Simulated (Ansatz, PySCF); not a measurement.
Gas-phase reaction (SMILES): O[Si](O)(O)O [silicic acid] + N (NH3) -> N[Si](O)(O)O + O (H2O); ammonia cleaves one Si-O bond, a model of a ligand-exchange step.

Geometries: B3LYP-D3(BJ)/def2-TZVP minima from Ansatz (a quantum-chemistry and plane-wave program), one conformer each, not searched for the lowest. Correlated levels leave the core frozen unless marked. Spin-orbit coupling is left out. No relativistic terms. CBS marks a two-point X^-3 extrapolation of the correlation energy; Hartree-Fock from the larger set. The bracket is a focal-point correction in the basis named. Thermal terms are rigid-rotor harmonic-oscillator values from B3LYP-D3(BJ) frequencies (Ansatz or PySCF) at 298.15 K and 1 atm. 1 Eh = 627.5095 kcal/mol.

```tsv
species	E, RI-MP2/CBS(aug-cc-pV(T+d)Z,aug-cc-pV(Q+d)Z)+[CCSD(T)-MP2]/aug-cc-pV(T+d)Z (Ansatz) (Eh)	E, PBE0-D4/def2-TZVPD (Ansatz + dftd4) (Eh)	H - E (Eh)	G - E (Eh)
O[Si](O)(O)O	-592.40587	-592.73042	0.06559	0.02711
N (NH3)	-56.50756	-56.51535	0.03799	0.01614
N[Si](O)(O)O	-572.51850	-572.84872	0.07786	0.03793
O (H2O)	-76.37791	-76.38102	0.02495	0.00353
```

Question: Work out ΔE and ΔH, ΔG, ΔS and the equilibrium constant at 298.15 K at the first level, then ΔH at the second.

Answer: 
1. ΔE = [(-572.51850) + (-76.37791)] - [(-592.40587) + (-56.50756)] = 0.01702 Eh = 10.7 kcal/mol at RI-MP2/CBS(aug-cc-pV(T+d)Z,aug-cc-pV(Q+d)Z)+[CCSD(T)-MP2]/aug-cc-pV(T+d)Z.
2. The terms H - E add up to -0.00077 Eh, so ΔH = (0.01702 + (-0.00077))×627.5095 = 10.2 kcal/mol.
3. The terms G - E add up to -0.00179 Eh, so ΔG = 9.6 kcal/mol, and ΔS = (-0.00077 - (-0.00179))×627509.5/298.15 = 2.1 cal/(mol K).
4. log10 K = -ΔG/(RT ln 10) = -7.0, with RT ln 10 = 1.3642 kcal/mol.
5. At PBE0-D4/def2-TZVPD the same steps give ΔE = 10.1 and ΔH = 9.6 kcal/mol, a shift of -0.6 from the first level.
6. These values are not checked against measurement here, since the tables used lack a sound gas-phase enthalpy of formation for at least one species.
